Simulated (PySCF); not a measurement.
H4Se2Si. Atoms are numbered in the order given.

```xyz
7

Si     0.0000     0.0000    -1.0066
Se     1.9142     0.0260     0.2332
Se    -1.9142    -0.0260     0.2332
H      0.1185     1.2185    -1.8572
H     -0.1185    -1.2185    -1.8572
H      1.5422    -1.1902     0.9734
H     -1.5422     1.1902     0.9734
```

Geometry optimised at PBE0-D3(BJ)/def2-SVP. The structure was generated by enumeration, and PubChem lists no compound with its InChIKey, so it may never have been made. Other conformers were not sampled.

Level of theory: PBE0-D3(BJ)/def2-SVP (PySCF).

Frequencies are harmonic and unscaled.

| mode | ν (cm⁻¹) | IR (km/mol) | moving atoms (share of kinetic energy) |
|---|---|---|---|
| 1 | 97 | 0.0 | Se 71 %, Si 16 %, H 13 % |
| 2 | 199 | 19.6 | H 91 % |
| 3 | 211 | 13.4 | H 91 %, Se 9 % |
| 4 | 353 | 13.1 | Si 59 %, Se 35 % |
| 5 | 443 | 19.6 | H 58 %, Si 31 %, Se 11 % |
| 6 | 448 | 34.6 | Si 48 %, H 41 %, Se 11 % |
| 7 | 586 | 1.0 | H 96 % |
| 8 | 678 | 47.1 | H 89 %, Si 9 % |
| 9 | 774 | 5.9 | H 97 % |
| 10 | 838 | 210.3 | H 91 %, Si 9 % |
| 11 | 915 | 94.0 | H 96 % |
| 12 | 2238 | 81.7 | H 98 % |
| 13 | 2250 | 77.2 | H 95 % |
| 14 | 2454 | 8.5 | H 99 % |
| 15 | 2455 | 2.2 | H 99 % |
